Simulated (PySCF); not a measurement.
CH₅O, SMILES C[OH2+], charge +1. Heavy atoms are numbered as in [CH3:1][OH2+:2]. Hydrogens are named by the atom that carries them.

The structure is a stationary point at B3LYP-D3(BJ)/def2-TZVP. The isomer is the one that the SMILES or the coordinates give; other isomers of the formula were not compared.

Calculation: B3LYP/pcSseg-2 run with PySCF.

GIAO shieldings, no solvent; atoms alike by connectivity are averaged. δ = σ(ref) − σ: ¹³C against TMS (σ = 181.3 ppm); ¹⁷O against H2O (σ = 325.5 ppm); ¹H against TMS (σ = 31.68 ppm), references at their B3LYP-D3(BJ)/def2-TZVP geometries, non-relativistic.

```
atoms     nucleus  count  δ (ppm)
--------  -------  -----  -------
C1 (CH3)      ¹³C      1     84.1
O2 (OH2)      ¹⁷O      1      [?]
H on O2        ¹H      2     5.91
H on C1        ¹H      3      [?]
```

Question: What belongs in the gaps? (The exact figures need the calculation; the answer reports its results.)

Answer: 
- O2 (OH2), δ (ppm): 22.3
- H on C1, δ (ppm): 5.40
